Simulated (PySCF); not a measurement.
CH4MgS2. Atoms are numbered in the order given.

```xyz
8

Mg    -0.3413     0.1740     0.3444
S     -2.0863     1.6395     0.7118
H     -1.2657     2.6243     1.1449
S      1.3671    -1.3335     0.0085
C      1.8345    -1.0781    -1.7455
H      1.0083    -1.3057    -2.4335
H      2.6557    -1.7756    -1.9606
H      2.1982    -0.0586    -1.9356
```

Geometry: PBE0-D3(BJ)/def2-SVP. The values are those of a single conformer.

Method: IEF-PCM-B3LYP/def2-SVP in PySCF.

The values are the electrostatic part of the solvation free energy, E(continuum) − E(gas) at the gas-phase geometry, in a cavity of scaled van der Waals radii (PySCF's table); cavitation and dispersion terms are not included. A continuum can't describe solvent molecules that bind to the metal. In vacuum the orbital gap is 4.77 eV. The dipole moment in vacuum is 1.51 D.

```json
[
 {"solvent": "water", "ε": "78.36", "ΔG(elec) (kcal/mol)": "-14.2", "dipole (D)": "1.96", "gap (eV)": "5.29"},
 {"solvent": "chloroform", "ε": "4.71", "ΔG(elec) (kcal/mol)": "-9.7", "dipole (D)": "1.81", "gap (eV)": "5.12"},
 {"solvent": "ethylethanoate", "ε": "5.99", "ΔG(elec) (kcal/mol)": "-10.6", "dipole (D)": "1.84", "gap (eV)": "5.16"}
]
```
